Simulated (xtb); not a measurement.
CH₃ (SMILES [CH3-]), charge -1, singlet, geometry from GFN2-xTB; GFN2-xTB in xtb.

xtb was given this input:
```
$ xtb mol.xyz --gfn 2 --chrg -1 --hess --json

# file mol.xyz
4

C      0.09443537     0.09844229     0.10070566
H     -0.62720871    -0.62142525     0.62463322
H      0.66399153    -0.60849894    -0.59880803
H     -0.60339501     0.63927042    -0.63005917
```

### Question
Predict the main parts of the log of this xtb run.

### Answer

```
   ID    Z sym.   atoms
    1    6 C      1
    2    1 H      2-4

           -------------------------------------------------
          |                Calculation Setup                |
           -------------------------------------------------

           -------------------------------------------------
          |                 G F N 2 - x T B                 |
           -------------------------------------------------

          ...................................................
          :                      SETUP                      :
          :.................................................:
          :  # basis functions                   7          :
          :  # atomic orbitals                   7          :
          :  # shells                            5          :
          :  # electrons                         8          :
          :  max. iterations                   250          :
          :  Hamiltonian                  GFN2-xTB          :
          :  restarted?                      false          :
          :  GBSA solvation                  false          :
          :  PC potential                    false          :
          :  electronic temp.          300.0000000     K    :
          :  accuracy                    1.0000000          :
          :  -> integral cutoff          0.2500000E+02      :
          :  -> integral neglect         0.1000000E-07      :
          :  -> SCF convergence          0.1000000E-05 Eh   :
          :  -> wf. convergence          0.1000000E-03 e    :
          :  Broyden damping             0.4000000          :
          :  net charge                         -1          :
          :  unpaired electrons                  0          :
          ...................................................

 iter      E             dE          RMSdq      gap      omega  full diag
   1     -3.7316046 -0.373160E+01  0.569E+00   11.25       0.0  T
   2     -3.7500531 -0.184485E-01  0.229E+00   11.65       1.0  T
   3     -3.7512148 -0.116164E-02  0.604E-01   11.78       1.0  T
   4     -3.7513404 -0.125670E-03  0.226E-01   11.72       1.0  T
   5     -3.7513022  0.381953E-04  0.289E-01   11.71       1.0  T
   6     -3.7513846 -0.823409E-04  0.288E-02   11.75       1.7  T
   7     -3.7513855 -0.881086E-06  0.366E-03   11.75      13.6  T
   8     -3.7513855 -0.102037E-07  0.306E-04   11.75     163.5  T
   9     -3.7513855 -0.142061E-09  0.261E-05   11.75    1913.4  T

[...]
         :: total energy              -3.718308224057 Eh    ::
[...]
          :  symmetry                              c3v      :
          :  rotational number                       3      :
          :  scaling factor                  1.0000000      :
          :  rotor cutoff                   50.0000000 cm⁻¹ :
          :  imag. cutoff                  -20.0000000 cm⁻¹ :
          :.................................................:

    mode    ω/cm⁻¹     T·S(HO)/kcal·mol⁻¹    T·S(FR)/kcal·mol⁻¹   T·S(vib)
   ------------------------------------------------------------------------
   ------------------------------------------------------------------------

   temp. (K)  partition function   enthalpy   heat capacity  entropy
                                   cal/mol     cal/K/mol   cal/K/mol   J/K/mol
 298.15  VIB   1.00                   10.744      0.252      0.041
         ROT   101.                  888.752      2.981     12.151
         INT   101.                  899.496      3.232     12.192
         TR   0.564E+26             1481.254      4.968     34.055
         TOT                        2380.7499     8.2005    46.2469   193.4972

       T/K    H(0)-H(T)+PV         H(T)/Eh          T*S/Eh         G(T)/Eh
   ------------------------------------------------------------------------
    298.15    0.379397E-02    0.303707E-01    0.219734E-01    0.839725E-02
   ------------------------------------------------------------------------

         :::::::::::::::::::::::::::::::::::::::::::::::::::::
         ::                  THERMODYNAMIC                  ::
         :::::::::::::::::::::::::::::::::::::::::::::::::::::
         :: total free energy          -3.709910976275 Eh   ::
         ::.................................................::
         :: total energy               -3.718308224058 Eh   ::
         :: zero point energy           0.026576691065 Eh   ::
         :: G(RRHO) w/o ZPVE           -0.018179443282 Eh   ::
         :: G(RRHO) contrib.            0.008397247783 Eh   ::
         :::::::::::::::::::::::::::::::::::::::::::::::::::::

           -------------------------------------------------
          | TOTAL ENERGY               -3.718308224058 Eh   |
          | TOTAL ENTHALPY             -3.687937566582 Eh   |
          | TOTAL FREE ENERGY          -3.709910976275 Eh   |
          | GRADIENT NORM               0.000004213430 Eh/α |
          | HOMO-LUMO GAP              11.751653557626 eV   |
           -------------------------------------------------

normal termination of xtb
```
